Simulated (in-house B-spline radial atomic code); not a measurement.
CAM-B3LYP excitations of the magnesium ion Mg²⁺

Method: CAM-B3LYP. Computed with a B-spline radial code for spherical atoms: linear response of the closed shell [He] 2s2 2p6 with the functional's adiabatic kernel; scalar-relativistic (spin-free one-electron X2C), finite nucleus, no spin-orbit coupling, no double excitations, S, P, D and F terms only. Only terms of natural parity with L up to 3 were computed.

Command:
```bash
python run_td.py task.json out
```
Settings (radii: box in bohr, nucleus in fm):
```
Z                        12
electrons                10
configuration            [He] 2s2 2p6
hamiltonian              x2c
method                   camb3lyp
box_radius               29.48
rms_radius               3.057
intervals                74
```

Cost of the run: 0.4 s on 1 thread of AMD EPYC 9R45 96-Core Processor (Zen 5) (shared host).

The lowest states, in the order of their Tamm-Dancoff energies; the method's threshold (minus the highest occupied level) is 72.18 eV. Labels give the largest channel, * marks a mixed state, and oscillator strengths are full-response dipole values. Semilocal kernels can invert the small singlet-triplet splittings of Rydberg terms. Energies in eV:

| state | full response | Tamm-Dancoff | oscillator strength |
| --- | --- | --- | --- |
| 2p → 3s 3P | 48.64 | 48.65 | - |
| 2p → 3s 1P | 49.31 | 49.32 | 0.186 |
| 2p → 3p 3S | 53.78 | 53.81 | - |
| 2p → 3p 3D | 54.18 | 54.19 | - |
| 2p → 3p 1D | ? | ? | - |
| 2p → 3p 1S | 56.87 | 57.11 | - |
| 2p → 3d 3P | 60.72 | 60.73 | - |
| 2p → 3d 3F | 60.75 | 60.75 | - |
| 2p → 3d 1F | 60.85 | 60.85 | - |
| 2p → 3d 1P | ? | ? | ? |
| 2p → 4s 3P | 61.85 | 61.85 | - |
| 2p → 4s 1P | 62.02 | 62.02 | 0.0426 |
| 2p → 4p 3S | 63.46 | 63.47 | - |
| 2p → 4p 3D | 63.59 | 63.59 | - |
| 2p → 4p 1D | 63.72 | 63.72 | - |
| 2p → 4p 1S | 64.47 | 64.56 | - |
| 2p → 4d 3P | 65.85 | 65.85 | - |
| 2p → 4d 3F | 65.86 | 65.87 | - |
| 2p → 4d 1F | 65.92 | 65.92 | - |
| 2p → 4d 1P | 66.07 | 66.08 | 0.147 |
| 2p → 4f 1D | 66.13 | 66.13 | - |
| 2p → 4f 3D | 66.14 | 66.14 | - |

Where does 2p → 3d 1P lie?

At 61.15 eV in full response, 61.16 eV in Tamm-Dancoff, oscillator strength 0.326.

Where does 2p → 3p 1D lie?

At 54.62 eV in full response, 54.62 eV in Tamm-Dancoff.

How large is the singlet-triplet splitting of 2p → 3s (P terms) in Tamm-Dancoff?

0.672 eV, from the unrounded values.

What polarisabilities and dispersion coefficient does the method give?

Dipole 0.5051 bohr³, quadrupole 0.5933 bohr⁵, C6 0.6093 hartree·bohr⁶ for two such species.
